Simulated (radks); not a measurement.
I46+, 7 electrons, occupied as [He] 2s2 2p3.

All-electron calculation, Dirac Kohn-Sham, PBEsol, spin-unpolarised, spherical densities, finite nucleus; open shells are shared between the two j in proportion to 2j + 1; Fermi nuclear charge, rms radius 4.75 fm. Program: a radial shooting solver on a logarithmic mesh with Libxc functionals.

Energy parts (Ry):
part                        energy
total                  -8993.27540
kinetic                 9694.74501
electron-nucleus      -19159.79344
Hartree                  601.36901
exchange-correlation    -129.59599

Orbitals (lengths in bohr, moments of r in powers of bohr; <r^-3> diverges for s and p1/2):
orbital  occ.  eigenvalue (Ry)  <r^-3>  small-component weight
1s1/2       2        -2706.528       -                3.82e-02
2s1/2       2        -622.2040       -                8.84e-03
2p1/2       1        -607.2973       -                8.78e-03
2p3/2       2        -583.0209    5758                8.40e-03
3s1/2       0        -262.4814       -                3.65e-03
3p1/2       0        -257.4986       -                3.61e-03
3p3/2       0        -250.7399    1646                3.51e-03

The highest occupied level is 2p3/2 at -7932.4 eV. Summed over all electrons, <r^2> = 0.06621 bohr^2, which gives a Langevin (diamagnetic) susceptibility term of -0.0524 x 10^-6 cm^3/mol. The density falls to 0.001 e/bohr^3 at r = 0.42 bohr. The electron density at the nucleus is 2.448e+05 e/bohr^3. For comparison, the ionisation energy in NIST's Atomic Spectra Database is 8044 eV (theoretical). In exact Kohn-Sham theory the highest level is minus the ionisation energy, but local and semilocal functionals leave it too shallow, through self-interaction and a potential that decays too fast; potentials with the right tail come closer.

Beside tabulated values, note that spin-unpolarised runs miss the spin-polarisation part of the exchange energy of open shells.
